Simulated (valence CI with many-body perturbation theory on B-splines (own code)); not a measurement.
# Kr³⁺: key properties

Method: valence CI with perturbative core correlation (CI+MBPT): five valence electrons over a frozen Dirac-Fock core [Ar] 3d10, a basis of 9 s, 9 p, 8 d, 6 f, 3 g, 1 h functions for each j, with the one-electron correlation potential Σ1 (screened to all orders), the two-electron term Σ2, the three-electron term Σ3, Breit, model QED; selected single and double excitations, second order for the rest, scaled by the run's own slope (own B-spline code, finite nucleus).

Set against measurement, 31 paired levels are off by 170 cm⁻¹ on average, the worst by 304. These come from a selection out of Saloman, J. Phys. Chem. Ref. Data 36, 215 (2007). Levels without a partner in it may be off by more. Among the levels kept, up to 2500 cm⁻¹ of a level comes from second order outside the variational space, and about a tenth of that is noise between levels of different J, which matters for small intervals. 2 measured levels below the end of the list, from 202373 cm⁻¹ on, found no clear computed partner, and computed levels of the same name lie up to 1954 cm⁻¹ from them.

Rates and lifetimes use the calculated energies. Strong lines usually hold to 10 to 20 %, long lifetimes can be off by a factor of two.

(1) What is the ground level?

(2) Among levels below 213664 cm⁻¹, which E1 lines absorb most strongly from the ground level?

(3) What are the static dipole polarisabilities of the lowest levels?

(4) Where does the other parity begin?

(5) How well does LS coupling describe the low levels?

(6) What is the ionisation energy?

(7) Name the longest-lived excited levels whose lifetime is computed, and their main decay.

Answers

(1) 4s²4p³ ⁴S°_3/2, composition 94 % 4s²4p³ ⁴S° + 2 % 4s²4p³ ²P°, g = 1.986.

(2) to 4s²4p²4d ⁴P_5/2 at 49.65 nm, f = 1.92; to 4s²4p²4d ⁴P_3/2 at 49.42 nm, f = 1.11; to 4s²4p²4d ⁴P_1/2 at 48.84 nm, f = 0.407.

(3) 4s²4p³ ⁴S°_3/2 5.41; 4s²4p³ ²D°_3/2 5.45 (tensor 0.072); 4s²4p³ ²D°_5/2 5.49; 4s²4p³ ²P°_1/2 5.51 bohr³, of which the core gives 0.202.

(4) At 4s4p⁴ ⁴P_5/2, 118528 cm⁻¹.

(5) Among the lowest 20 levels the leading LS term, summed over configurations, holds 92 % on average. For single configurations the figures are 80 % in LS and 56 % in jj coupling. Terms mix most in the J = 7/2 level at 180492 cm⁻¹, where the leading one holds 50 %.

(6) 50.666 eV; NIST lists 50.85 ± 0.11 eV (measured).

(7) 4s²4p³ ²D°_5/2 at 18785 cm⁻¹ lives 5.58 s, mostly by M1 to 4s²4p³ ⁴S°_3/2; 4s²4p³ ²D°_3/2 at 17135 cm⁻¹ lives 352 ms, mostly by M1 to 4s²4p³ ⁴S°_3/2; 4s²4p²4d ⁴F_9/2 at 178573 cm⁻¹ lives 116 ms, mostly by E2 to 4s4p⁴ ⁴P_5/2.
